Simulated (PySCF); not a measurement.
## Working out the ionisation energy of Sc

Sc [Ar] 3d1 4s2 (2D) → Sc⁺ [Ar] 3d1 4s1 (3D). Computed with PySCF 2.14 in 6-31G* (5s4p2d1f, 34 functions), with the non-relativistic Hamiltonian (point nucleus). Frozen: [Ar]. Energies in hartree (1 hartree = 27.21139 eV):

```tsv
part	Sc (lower)	Sc⁺ (upper)
UHF	-759.675706	-759.478884
MP2 opposite-spin	-0.019354	0.000000
MP2 same-spin	-0.001341	-0.001384
```

Q: What does Hartree-Fock give?

A: (-759.478884) − (-759.675706) = 0.196822 hartree = 5.356 eV.

Q: What do MP2 and SCS-MP2 (6/5 opposite-spin, 1/3 same-spin) give?

A: The opposite-spin parts differ by 0.527 eV and the same-spin parts by -0.001 eV. MP2: 5.356 + (0.527) + (-0.001) = 5.882 eV. SCS-MP2: 5.356 + 1.2 × (0.527) + (-0.001)/3 = 5.988 eV.

Measured between the centres of the two terms (NIST): 6.562 eV, so MP2 (valence) is off by -0.680 eV.

The calculation is non-relativistic.

What remains against the reference includes basis incompleteness, the frozen core and correlation beyond second order.
